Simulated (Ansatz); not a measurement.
## Energy profile

The step: Si₂H₃Cl₃ ([SiH3][Si]([Cl])([Cl])[Cl]) + H₂O + HF → SiCl₃F ([F][Si]([Cl])([Cl])[Cl]) + SiH₄ + H₂O; bonds formed: Si1–F7, Si2–H8, H6–O9; bonds broken: Si1–Si2, H6–F7, H8–O9 (atoms numbered as in the saddle structure below).

```xyz
13
angstrom
Si -0.2596 0.5316 -1.1163
Si -0.8148 -1.3096 0.5072
Cl -0.5627 0.2076 -3.1237
Cl 0.4385 2.4906 -0.6578
Cl -2.3173 1.0053 -0.6948
H 2.1136 0.1915 1.0233
F 1.2897 -0.0796 -1.1603
H 0.4399 0.0880 0.8958
O 1.3499 0.6207 1.4443
H -1.8757 -1.0737 1.5096
H 0.2503 -2.1917 1.0773
H -1.3331 -1.9895 -0.7092
H 1.2812 1.5087 1.0044
```

Electronic energies by CCSD(T) at an estimated basis limit (MP2 extrapolated from triple and quadruple zeta, plus CCSD(T) − MP2 in triple zeta), on PBE0-D4/def2-TZVP structures; Si₂H₆Cl₃OF, closed shell; no counterpoise correction. Program: Ansatz 0.2.0. Basis: def2-TZVPP and def2-QZVPP. Cores are frozen in the correlated methods. Extrapolation: Hartree–Fock as exp(−7.88 √X), correlation as X^−2.97.

Give the profile in kcal/mol, counted from the separated reactants. (Judge from chemistry; the value comes from the calculation.)

The calculation gives:
```
                                                                                                                                                          point  kcal/mol
separated: Si₂H₃Cl₃ (linked as [SiH3][Si]([Cl])([Cl])[Cl]; Si1, Si2, Cl3, Cl4, Cl5, H10, H11, H12; singlet) + HF (H6, F7; singlet) + H₂O (H8, O9, H13; singlet)      0.00
                                                                                                                                                start structure    -13.83
                                                                                                                                                         saddle     29.41
                                                                                                                                                  end structure    -36.08
   separated: SiCl₃F (linked as [F][Si]([Cl])([Cl])[Cl]; Si1, Cl3, Cl4, Cl5, F7; singlet) + SiH₄ (Si2, H8, H10, H11, H12; singlet) + H₂O (H6, O9, H13; singlet)    -31.92
```

No T1 diagnostic of these runs exceeds 0.012.

For scale, one of the runs: CCSD(T)/def2-TZVPP, 356 basis functions, launched by `ansatz run in.yaml --threads 4 --pin off --events-out ev --progress --plain --max-ram 46080MiB --backend cuda --devices 0, --max-vram 37GiB`. Time: 12 s of wall clock on 4 CPU threads of an AMD EPYC 7R13 and a share of one NVIDIA H100; the host was shared. Peak host memory: 0.86 GiB.
